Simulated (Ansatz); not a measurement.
**Energy profile**

The step: Si₂H₆O ([OH][SiH2][SiH3]) + H₂S → Si₂H₆S ([SiH3][SiH2][SH]) + H₂O; bonds formed: Si1–S7, O2–H6; bonds broken: Si1–O2, H6–S7 (atoms numbered as in the saddle structure below).

```xyz
12
angstrom
Si -0.3088 -0.7079 0.4011
O 1.5118 -0.8649 0.8107
H -0.9288 -1.9331 -0.1637
H -0.5473 -0.9107 1.8841
Si -1.2628 1.3630 -0.0810
H 1.8487 -0.9825 -0.1599
S 0.9141 -0.5876 -1.8072
H 1.7711 -1.5363 1.4559
H -1.9815 1.2940 -1.3786
H -2.2005 1.8215 0.9838
H -0.1619 2.3601 -0.1877
H 1.3458 0.6843 -1.7576
```

Electronic energies by CCSD(T) at an estimated basis limit (MP2 extrapolated from triple and quadruple zeta, plus CCSD(T) − MP2 in triple zeta), on PBE0-D4/def2-TZVP structures; Si2H8SO, closed shell; no counterpoise correction. Computed with Ansatz 0.2.0 (basis: def2-TZVPP and def2-QZVPP); correlated methods freeze the cores. Extrapolation: Hartree–Fock as exp(−7.88 √X), correlation as X^−2.97.

Problem. Give the profile in kcal/mol, counted from the separated reactants. (Judge from chemistry; the value comes from the calculation.)

Solution. The calculation gives:
```json
{"point": "separated: Si2H6O (linked as [OH][SiH2][SiH3]; Si1, O2, H3, H4, Si5, H8, H9, H10, H11; singlet) + H2S (H6, S7, H12; singlet)", "kcal/mol": "0.00"}
{"point": "start structure", "kcal/mol": "-2.57"}
{"point": "saddle", "kcal/mol": "27.82"}
{"point": "end structure", "kcal/mol": "1.77"}
{"point": "separated: Si2H6S (linked as [SiH3][SiH2][SH]; Si1, H3, H4, Si5, S7, H9, H10, H11, H12; singlet) + H2O (O2, H6, H8; singlet)", "kcal/mol": "4.64"}
```

T1 diagnostic: at most 0.013.

For scale, one of the runs: CCSD(T)/def2-TZVPP, 269 basis functions, launched by `ansatz run in.yaml --threads 4 --pin off --events-out ev --progress --plain --max-ram 9574MiB`. The run took 2.8 min on 4 CPU threads of an Arm Neoverse V1 (shared host), with 6.3 GiB of host memory at its peak.
